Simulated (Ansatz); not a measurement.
**Worked example: the step energy**

An elementary step of BSiH₅OF₂, singlet (SiH₄O ([OH][SiH3]) + BHF₂ ([F][BH][F]) → BSiH₃OF₂ ([F][B]([F])[O][SiH3]) + H₂; B–H, H–O broken or loosened, B–O, H–H formed or tightened). “Start” and “end” are the PBE0-D4/def2-TZVP structures reached by relaxing down either side of its saddle point, with the molecules still in contact.

Ansatz 0.2.0; basis: def2-TZVPP and def2-QZVPP; cores frozen in the correlated methods.

Energies in eV:

| quantity | end | start |
| --- | --- | --- |
| Hartree–Fock, triple zeta (X = 3) | -16071.51402 | -16070.36477 |
| Hartree–Fock, quadruple zeta (X = 4) | -16072.16478 | -16070.99319 |
| MP2 correlation, X = 3 | -26.50222 | -26.74207 |
| MP2 correlation, X = 4 | -28.81418 | -29.06067 |
| CCSD(T) correlation, X = 3 | -28.16352 | -28.42058 |

**Question.** Work out the step energy at the basis limit: extrapolate Hartree–Fock as E(X) = E∞ + A exp(−7.88 √X) and the MP2 correlation as E(X) = E∞ + B X^−2.97 (the exponents that Neese and Valeev fitted for def2-TZVPP and QZVPP), then add CCSD(T) − MP2 in triple zeta.

**Answer.** Each step is linear, so take the differences first (end − start): Hartree–Fock -1.14925 (X = 3) and -1.17159 (X = 4); MP2 correlation 0.23985 and 0.24649; CCSD(T) correlation 0.25706.
Two points give E∞ = E(4) + w [E(4) − E(3)], with w = 1/(exp(7.88 (2 − √3)) − 1) = 0.1377 for Hartree–Fock and w = 1/((4/3)^2.97 − 1) = 0.7407 for the correlation.
Hartree–Fock: -1.17159 + 0.1377 × (-0.02234) = -1.1747 eV.
MP2 correlation: 0.24649 + 0.7407 × 0.00664 = 0.2514 eV.
CCSD(T) − MP2: 0.25706 − 0.23985 = 0.0172 eV.
Sum: -1.1747 + 0.2514 + 0.0172 = -0.9061 eV, or -20.90 kcal/mol. Plain CCSD(T) in triple zeta gives -0.8922 eV, so the larger basis shifts the result by -0.0139 eV.

T1 diagnostic: at most 0.013.

The step is the kind of ligand exchange by which a precursor binds to a hydroxyl group, or is hydrolysed, in atomic layer deposition of oxides.

Labels in which every atom is bracketed show which atoms are joined, not bond orders.

For scale, one of the runs: CCSD(T)/def2-TZVPP, 236 basis functions, launched by `ansatz run in.yaml --threads 4 --pin off --events-out ev --progress --plain --max-ram 9574MiB`. Time: 2.4 min of wall clock on 4 CPU threads of an Arm Neoverse V1; the host was shared. Peak host memory: 4.6 GiB.
